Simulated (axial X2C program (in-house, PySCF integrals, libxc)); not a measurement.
**How long does TeC take?**

A bond scan computed with an in-house all-electron X2C program for linear molecules (integrals from PySCF). Basis: Te dyall-cv3z [11s12p8d4f1g], C dyall-v3z [7s6p2d1f] (cores contracted in-house).

Input:
```json
{"zs": [52, 6], "q": 0, "bas": ["dyall-cv3z", "dyall-v3z"], "levels": ["PBE0", "HF", "M06"], "cc": true, "r0": 1.95, "thr": -2.0, "nmax": 110, "npts": 10, "nst": 2, "ntry": 8}
```
```bash
python so2c.py task.json out
```

Keys: zs atomic numbers; q charge; bas basis sets; levels methods; cc coupled cluster on or off; r0 starting distance in Å; thr threshold in hartree for freezing inner shells (an s shell follows its p shell); nmax most natural virtual spinors; npts points on the curve; nst determinants followed; ntry starts of the search. HF also brings MP2.

Hardware: 1 thread of Arm Neoverse V2 (shared host).

Wall time of one point of each curve, integrals apart:

| Hamiltonian | level | points | seconds a point |
| --- | --- | --- | --- |
| spin-free | PBE0 | 10 | 0.27 |
| spin-free | HF | 10 | 0.13 |
| spin-free | M06 | 10 | 0.45 |
| 2c | PBE0 | 10 | 0.35 |
| 2c | HF | 10 | 0.29 |
| 2c | M06 | 10 | 0.62 |

The rest:

Search with its distance optimisation 18 s, atoms 210 s, whole task 400 s. Coupled cluster runs on the points near the minimum only. The program drops outer points, and coupled cluster, when its time limit (not in the input) nears; MP2, further determinants and curves that did not converge are not in the table.
